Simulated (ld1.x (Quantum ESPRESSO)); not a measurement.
**P, RRKJ: configuration errors across variants**

| Quantity | Value |
| --- | --- |
| Element | P (Z = 15) |
| Generator | ld1.x (Quantum ESPRESSO) 7.5 |
| Type | norm-conserving RRKJ (Kleinman–Bylander form) |
| Functional | revPBE |
| Relativity | non-relativistic |
| Frozen core | [Ne] |
| Valence charge | 5 |
| Reference configuration | 3s2 3p0 (charge +3) |
| Partial waves | 3s (bound): rc 1.30 bohr; 3p (bound, empty): rc 1.20 bohr; 3d channel at 0.5 Ry: rc 1.10 bohr |
| Local potential | all-electron potential smoothed inside 1.15 bohr (lloc = -1) |
| Core correction | none |

All-electron excitation energies from the reference (eV): (1) 3s2 3p3 -58.567; (2) 3s2 3p2 -48.848; (3) 3s2 3p1 -29.710; (4) 3s1 3p3 -39.824; (5) 3s1 3p0 51.771; (6) 3s2 3p2.5 -54.798; (7) 3s2 3p3.3 -59.869.

3 further variants failed, have other tests or another functional or relativity, and are left out.

A true bound ghost makes a file unfit for plane-wave use even where its test errors are small: the radial tests pick states by their node count and pass the ghost by.

Errors AE − PS in meV (a dash: test not solved or not reliable):

| change | (1) | (2) | (3) | (4) | (5) | (6) | (7) | bound ghosts |
| --- | --- | --- | --- | --- | --- | --- | --- | --- |
| base | +61 | +40 | +16 | +69 | +74 | +52 | +66 | none |
| core correction a·sin(br)/r model core inside 1.08 bohr | +151 | +96 | +33 | +73 | +71 | +127 | +162 | none |
| wave 3d channel at 0.5 Ry: rc 1.10 bohr becomes 3d channel at -0.17 Ry: rc 1.10 bohr | +61 | +40 | +16 | +69 | +74 | +52 | +66 | none |

Q: Give the same row for: type ultrasoft; waves now 3s (bound): rcut 1.15, rcutus 1.30 bohr; 3s channel at -2.9 Ry: rcut 1.15, rcutus 1.30 bohr; 3p (bound): rcut 1.05, rcutus 1.20 bohr; 3p channel at -2 Ry: rcut 1.05, rcutus 1.20 bohr; 3d channel at 0.5 Ry: rcut 0.95, rcutus 1.10 bohr; augmentation built from norm-conserving waves at rcut, not smoothed further.

A: +29, +25, +13, +97, +9.3, +28, +30; bound ghosts: s, p.
